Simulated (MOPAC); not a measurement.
MOPAC input (AM1):

```
AM1 PRECISE GNORM=0.05 LET XYZ GEO-OK AUX(PRECISION=9) THREADS=1
C4H10Si

C     2.92370400 1    0.38235300 1    0.40202400 1
C     1.55220200 1   -0.21406700 1    0.37329400 1
C     0.52789800 1    0.21767900 1   -0.36459000 1
Si   -1.16166500 1   -0.55721800 1   -0.35191400 1
C    -2.47540100 1    0.65497000 1    0.22312700 1
H     3.18671700 1    0.70536400 1    1.41377000 1
H     3.67487000 1   -0.35621900 1    0.10636200 1
H     3.00186400 1    1.24074900 1   -0.26602400 1
H     1.40712300 1   -1.07732200 1    1.02066600 1
H     0.70130100 1    1.08260400 1   -1.00525700 1
H    -1.12138800 1   -1.73775400 1    0.54890300 1
H    -1.51673100 1   -1.02536000 1   -1.71791700 1
H    -2.50368900 1    1.53309400 1   -0.42569800 1
H    -2.27120000 1    0.99447500 1    1.24029100 1
H    -3.46598400 1    0.19581600 1    0.20857000 1
```

Output:

```
 *******************************************************************************
 **                                                                           **
 **                              MOPAC v23.2.5                                **
 **                                                                           **
 *******************************************************************************
 ** MOPAC's Digital Object Identifier: https://doi.org/10.5281/zenodo.6511958 **
 **                                                                           **
 ** Please cite the open-source release paper for use of this MOPAC version:  **
 ** J. E. Moussa and J. J. P. Stewart (2026)                                  **
 ** MOPAC: An open-source semiempirical molecular orbital program             **
 ** J. Open Source Softw., 11(119), 8025, https://doi.org/10.21105/joss.08025 **
 *******************************************************************************

                              AM1 CALCULATION RESULTS

 *******************************************************************************
 *  AM1        - The AM1 Hamiltonian to be used
 *  GEO-OK     - OVERRIDE INTERATOMIC DISTANCE AND OTHER SAFETY CHECKS
 *  LET        - OVERRIDE SOME SAFETY CHECKS
 *  PRECISE    - TIGHTER CRITERIA TO BE USED
 *  XYZ        - CARTESIAN COORDINATE SYSTEM TO BE USED
 *  GNORM      - EXIT WHEN GRADIENT NORM DROPS BELOW 0.050
 *  AUX        - OUTPUT AUXILIARY INFORMATION
 *******************************************************************************
AM1 PRECISE GNORM=0.05 LET XYZ GEO-OK AUX(PRECISION=9) THREADS=1
 C4H10Si

   ATOM   CHEMICAL          X               Y               Z
  NUMBER   SYMBOL      (ANGSTROMS)     (ANGSTROMS)     (ANGSTROMS)

     1       C          2.92370400  *   0.38235300  *   0.40202400  *
     2       C          1.55220200  *  -0.21406700  *   0.37329400  *
     3       C          0.52789800  *   0.21767900  *  -0.36459000  *
     4      Si         -1.16166500  *  -0.55721800  *  -0.35191400  *
     5       C         -2.47540100  *   0.65497000  *   0.22312700  *
     6       H          3.18671700  *   0.70536400  *   1.41377000  *
     7       H          3.67487000  *  -0.35621900  *   0.10636200  *
     8       H          3.00186400  *   1.24074900  *  -0.26602400  *
     9       H          1.40712300  *  -1.07732200  *   1.02066600  *
    10       H          0.70130100  *   1.08260400  *  -1.00525700  *
    11       H         -1.12138800  *  -1.73775400  *   0.54890300  *
    12       H         -1.51673100  *  -1.02536000  *  -1.71791700  *
    13       H         -2.50368900  *   1.53309400  *  -0.42569800  *
    14       H         -2.27120000  *   0.99447500  *   1.24029100  *
    15       H         -3.46598400  *   0.19581600  *   0.20857000  *

          CARTESIAN COORDINATES

    NO.       ATOM           X           Y           Z

     1         C          2.9237      0.3824      0.4020
     2         C          1.5522     -0.2141      0.3733
     3         C          0.5279      0.2177     -0.3646
     4        Si         -1.1617     -0.5572     -0.3519
     5         C         -2.4754      0.6550      0.2231
     6         H          3.1867      0.7054      1.4138
     7         H          3.6749     -0.3562      0.1064
     8         H          3.0019      1.2407     -0.2660
     9         H          1.4071     -1.0773      1.0207
    10         H          0.7013      1.0826     -1.0053
[...]
            H    10    H    11     3.27319

          SCF CALCULATIONS        =         81

   ATOM   CHEMICAL          X               Y               Z
  NUMBER   SYMBOL      (ANGSTROMS)     (ANGSTROMS)     (ANGSTROMS)

     1       C          2.89189713  *   0.35108325  *   0.35399831  *
     2       C          1.54545354  *  -0.25577412  *   0.34131959  *
     3       C          0.48184852  *   0.26938944  *  -0.26389823  *
     4      Si         -1.10259815  *  -0.50835056  *  -0.26315204  *
     5       C         -2.46448238  *   0.62694307  *   0.12428945  *
     6       H          3.21450953  *   0.54492817  *   1.40800641  *
     7       H          3.63090823  *  -0.34809577  *  -0.11256985  *
     8       H          2.91905575  *   1.31755024  *  -0.20625432  *
     9       H          1.47088660  *  -1.21366943  *   0.88898197  *
    10       H          0.58500434  *   1.22770680  *  -0.80002511  *
    11       H         -1.11327422  *  -1.61631665  *   0.69570782  *
    12       H         -1.34957120  *  -1.09484422  *  -1.58435973  *
    13       H         -2.49744182  *   1.48831357  *  -0.58240691  *
    14       H         -2.37228786  *   1.04829295  *   1.15209732  *
    15       H         -3.45233577  *   0.11378615  *   0.06570067  *

                             CARTESIAN COORDINATES

   1    C        2.891897130     0.351083255     0.353998311
   2    C        1.545453538    -0.255774116     0.341319592
   3    C        0.481848523     0.269389442    -0.263898235
   4   Si       -1.102598153    -0.508350558    -0.263152038
   5    C       -2.464482379     0.626943072     0.124289445
   6    H        3.214509531     0.544928174     1.408006414
   7    H        3.630908228    -0.348095772    -0.112569847
   8    H        2.919055751     1.317550238    -0.206254320
   9    H        1.470886602    -1.213669429     0.888981975
  10    H        0.585004341     1.227706803    -0.800025111
  11    H       -1.113274220    -1.616316652     0.695707825
  12    H       -1.349571204    -1.094844220    -1.584359735
  13    H       -2.497441817     1.488313574    -0.582406909
  14    H       -2.372287855     1.048292952     1.152097318
  15    H       -3.452335770     0.113786154     0.065700672

           Empirical Formula: C4 H10 Si  =    15 atoms

      MOLECULAR POINT GROUP   :   C1

                  EIGENVALUES
 -35.24787 -28.77746 -27.81948 -20.53781 -16.38507 -14.77016 -14.52234 -14.17516
 -13.77600 -13.34790 -12.30300 -11.87775 -11.35662 -11.14621  -9.89606   0.88476
   1.87877   1.92636   2.19978   2.64210   3.95084   4.43263   4.47632   4.48657
   4.49359   4.63456   4.83537   5.28792   5.40063   5.83984

              NET ATOMIC CHARGES AND DIPOLE CONTRIBUTIONS

  ATOM NO.   TYPE          CHARGE      No. of ELECS.   s-Pop       p-Pop
    1          C          -0.198619        4.1986     1.21653     2.98209
    2          C          -0.096066        4.0961     1.22827     2.86779
    3          C          -0.515735        4.5157     1.28572     3.23001
    4         Si           1.028266        2.9717     0.79414     2.17760
    5          C          -0.543797        4.5438     1.26483     3.27897
    6          H           0.084924        0.9151     0.91508
    7          H           0.085133        0.9149     0.91487
    8          H           0.081407        0.9186     0.91859
    9          H           0.114563        0.8854     0.88544
   10          H           0.121595        0.8784     0.87841
   11          H          -0.217265        1.2173     1.21727
   12          H          -0.212720        1.2127     1.21272
   13          H           0.088790        0.9112     0.91121
   14          H           0.089793        0.9102     0.91021
   15          H           0.089732        0.9103     0.91027
 DIPOLE           X         Y         Z       TOTAL
 POINT-CHG.     0.379    -0.447     0.173     0.611
 HYBRID         0.209     0.768     0.138     0.807
 SUM            0.588     0.321     0.311     0.738

          ATOMIC ORBITAL ELECTRON POPULATIONS

     Atom    s        px        py        pz
    1  C   1.21653   0.95248   1.00945   1.02016
    2  C   1.22827   0.94160   0.97874   0.94745
    3  C   1.28572   1.10563   1.07211   1.05227
    4 Si   0.79414   0.66591   0.73127   0.78041
    5  C   1.26483   1.12099   1.10049   1.05748
    6  H   0.91508
    7  H   0.91487
    8  H   0.91859
    9  H   0.88544
   10  H   0.87841
   11  H   1.21727
   12  H   1.21272
   13  H   0.91121
   14  H   0.91021
   15  H   0.91027

 **********************
 *                    *
 * JOB ENDED NORMALLY *
 *                    *
 **********************

 == MOPAC DONE ==
```

The geometry given is a B3LYP-D3(BJ)/def2-TZVP minimum.
